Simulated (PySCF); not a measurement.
Species: C6H7FO.
SMILES with atom numbers: `[CH2:1]=[CH:2]/[C:3](=[CH:4]/[CH3:5])[C:6](=[O:7])[F:8]` (hydrogens: H9, H10 on C1; H11 on C2; H12 on C4; H13, H14, H15 on C5)

Theory: PySCF 2.14.0, density-fitted response routines, TDDFT PBE0/def2-SVPD, vertical, gas phase, core orbitals frozen in the response. Isolated species at its PBE0-D3(BJ)/def2-SVP geometry (one conformer only). Torsions of this conformer, `[CH2:1]=[CH:2]/[C:3](=[CH:4]/[CH3:5])[C:6](=[O:7])[F:8]`: C1–C2–C3–C4 175°, C2–C3–C6–O7 158°.

Orbital energies (eV): HOMO-3 -10.30, HOMO-2 -9.60, HOMO-1 -8.87, HOMO -7.12, LUMO -1.89, LUMO+1 -0.39, LUMO+2 0.62.

Computed singlets:

| state | E (eV) | f |
| --- | --- | --- |
| S1 | 4.66 | 0.169 |
| S2 | 5.19 | 0.0023 |
| S3 | 6.09 | 0.511 |
| S4 | 6.60 | 0.0036 |
| S5 | 6.70 | 0.090 |
| S6 | 6.86 | 0.0087 |
| S7 | 7.10 | 0.0052 |
| S8 | 7.19 | 0.0048 |
| S9 | 7.32 | 0.016 |
| S10 | 7.40 | 0.023 |

Q: Which orbital pair leads each of S1, S2, S3, S4, S5 and S7, and how does its energy difference Δε compare with the excitation energy?

A: 

| state | leading configuration | weight | Δε (eV) | E (eV) | E − Δε (eV) | f | other configurations |
| --- | --- | --- | --- | --- | --- | --- | --- |
| S1 | HOMO→LUMO | 0.89 | 5.23 | 4.66 | -0.57 | 0.169 | H→L+1 (8%) |
| S2 | HOMO-1→LUMO | 0.90 | 6.98 | 5.19 | -1.79 | 0.0023 | – |
| S3 | HOMO→LUMO+1 | 0.87 | 6.73 | 6.09 | -0.64 | 0.511 | – |
| S4 | HOMO→LUMO+2 | 0.94 | 7.75 | 6.60 | -1.15 | 0.0036 | – |
| S5 | HOMO-2→LUMO | 0.87 | 7.71 | 6.70 | -1.01 | 0.090 | – |
| S7 | HOMO-3→LUMO | 0.65 | 8.40 | 7.10 | -1.30 | 0.0052 | H-1→L+1 (20%), H-4→L (10%) |

E − Δε runs from -1.79 to -0.57 eV. By orbital difference alone the order would be S1, S3, S2, S5, S4, S7.

H and L stand for HOMO and LUMO. The other states: S6 6.86 eV, f 0.0087, H-1→L+1 (48%), H-3→L (28%); S8 7.19 eV, f 0.0048, H→L+3 (91%); S9 7.32 eV, f 0.016, H→L+4 (88%); S10 7.40 eV, f 0.023, H-4→L (59%), H-1→L+1 (16%), H-5→L (15%).

Q: Pair triplets and singlets of the same leading configuration (75% or more in both) and give the splittings.

A: 

| configuration | triplet | E(T) (eV) | singlet | E(S) (eV) | E(S) − E(T) (eV) |
| --- | --- | --- | --- | --- | --- |
| HOMO→LUMO | T1 | 2.86 | S1 | 4.66 | +1.80 |
| HOMO-1→LUMO | T3 | 4.75 | S2 | 5.19 | +0.44 |

The 4 triplets are Tamm–Dancoff values, the singlets full response.

Summed over the main configurations (up to three a state, each over 8%) of all 10 singlets, the electron leaves HOMO with weight 4.57, HOMO-1 with weight 1.74, HOMO-3 with weight 0.93 and HOMO-2 with weight 0.87.

The vertical ionisation energy (ΔSCF) is 8.99 eV, 1.59 eV above S10.

Time: 1.9 min (grids of density and orbitals included); peak memory 0.89 GiB. Hardware: an Arm Neoverse V2 with one thread (shared host).
